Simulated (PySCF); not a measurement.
Level of theory: TPSSh-D3(BJ)/def2-TZVP // TPSS-D3(BJ)/def2-SVP (PySCF). Isolated molecules, 0 K electronic values unless said otherwise. One relaxed conformer stands for a flexible species; it need not be the lowest. 

Reference species: [Zn(F)2] (neutral, multiplicity 1).

The coordination number is 2. The charge on the central atom (Mulliken) comes out as 0.93 e.

Changed species: [Zn(F)(OH)] (1 of 2 F replaced by OH; the reference has 0 of 2 F replaced by OH).

**Question.** What does the change do to the coordination number and charge on the central atom (Mulliken)?

**Answer.** the coordination number stays essentially unchanged; the charge on the central atom (Mulliken) drops by 0.17 e, to 0.76 e.
